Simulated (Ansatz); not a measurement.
The cluster Pd2S2⁻. Total charge -1; doublet. Geometry PBE0-D4/def2-SVP, that of the neutral singlet; atoms count from 1.

```csv
atom,x (Å),y (Å),z (Å)
Pd1,1.161,-0.734,-0.184
Pd2,-1.161,0.734,0.184
S3,-0.899,-1.214,-0.826
S4,0.899,1.214,0.826
```

In the def2 sets Pd takes a core potential; there is no spin–orbit coupling. The structure comes from a short search, and lower isomers may exist.

Estimate the Mulliken populations from the PBE0/def2-TZVPD orbitals of Ansatz.


```csv
atom,charge (e),spin (α − β),d electrons
Pd1,0.02,0.15,8.99
Pd2,0.02,0.15,8.99
S3,-0.52,0.35,–
S4,-0.52,0.35,–
```
Mulliken values and Mayer orders depend strongly on the basis. With diffuse functions, as here, like atoms can get unlike values, and bond orders can come out too low or too high.

Where does the spin sit?

Summed by element: Pd 0.30, S 0.70, of 1 unpaired in all. Largest on single atoms: S3 0.35, S4 0.35, Pd2 0.15.

And the Mayer bond orders between bonded heavy atoms (over 0.3)?

Pd1–Pd2 0.40 (2.77 Å); Pd1–S3 1.08 (2.21 Å); Pd1–S4 1.08 (2.21 Å); Pd2–S3 1.08 (2.21 Å); Pd2–S4 1.08 (2.21 Å).
